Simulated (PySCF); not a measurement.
One of the candidates below gave these computed data.

All candidates are C6H8O3.

| technique | computed result |
| --- | --- |
| Dipole | 1.65 D [PBE0/def2-SVPD] |
| UV, first state | lowest singlet excitation: 5.22 eV (237 nm, f = 0.400) [TDDFT PBE0/def2-SVPD] |
| Rotational structure | rotational constants A, B, C: 4.820, 0.653, 0.577 GHz [PBE0-D3(BJ)/def2-SVP] |
| Polarisability | 94.5 au [PBE0/def2-SVPD] |

Gas-phase values; electronic properties from PySCF, density fitting. Levels stand in brackets. Geometry: PBE0-D3(BJ)/def2-SVP, one conformer, isolated molecule.

Problem. Which candidate is it?
A. `C=CO/C=C\C(=O)OC`
B. `O=CO[C@@H]1CCCC1=O`
C. `C=CO/C=C\OC(C)=O`

Solution. C. It is `C=CO/C=C\OC(C)=O`. Numbering: `[CH2:1]=[CH:2][O:3]/[CH:4]=[CH:5]\[O:6][C:7]([CH3:8])=[O:9]`. Its formula, C6H8O3, gives 3 degrees of unsaturation: 0 rings and 3 π bonds in the structure found. S1 is mainly HOMO→LUMO (weight 0.97); the largest Löwdin shares of the orbital it empties are 0.21 on a vinylic carbon bearing oxygen, 0.20 on the ether oxygen, 0.17 on the terminal =CH2 carbon and 0.15 on a vinylic carbon bearing oxygen, of the orbital it fills 0.28 on the ester carbonyl carbon, 0.20 on the ester carbonyl oxygen, 0.13 on a vinylic carbon bearing oxygen and 0.09 on a vinylic carbon bearing oxygen. By its constants the optimised geometry is an asymmetric top.

The others, at the same levels:
- `O=CO[C@@H]1CCCC1=O` fails: its computed lowest singlet excitation is 4.19 eV (296 nm, f = 0.000) (against 5.22 eV), static isotropic polarisability is 77.6 au (against 94.5 au) and rotational constant A is 3.039 GHz (against 4.820 GHz).
- `C=CO/C=C\C(=O)OC` fails: its computed lowest singlet excitation is 4.89 eV (253 nm, f = 0.000) (against 5.22 eV), rotational constant A is 5.411 GHz (against 4.820 GHz) and smallest rotational constant is 0.624 GHz (against 0.577 GHz).

Each candidate is one conformer, not necessarily the lowest. The conformers computed, where there is a choice (atom-mapped SMILES and torsion angles):
- `[CH2:1]=[CH:2][O:3]/[CH:4]=[CH:5]\[O:6][C:7]([CH3:8])=[O:9]`: C1–C2–O3–C4 179°, C2–O3–C4–C5 180°, C4–C5–O6–C7 178°, C5–O6–C7–C8 180°
- `[CH2:1]=[CH:2][O:3]/[CH:4]=[CH:5]\[C:6](=[O:7])[O:8][CH3:9]`: C1–C2–O3–C4 180°, C2–O3–C4–C5 179°, C4–C5–C6–O7 1°, C5–C6–O8–C9 180°

The conformers of `O=CO[C@@H]1CCCC1=O` aren't listed.
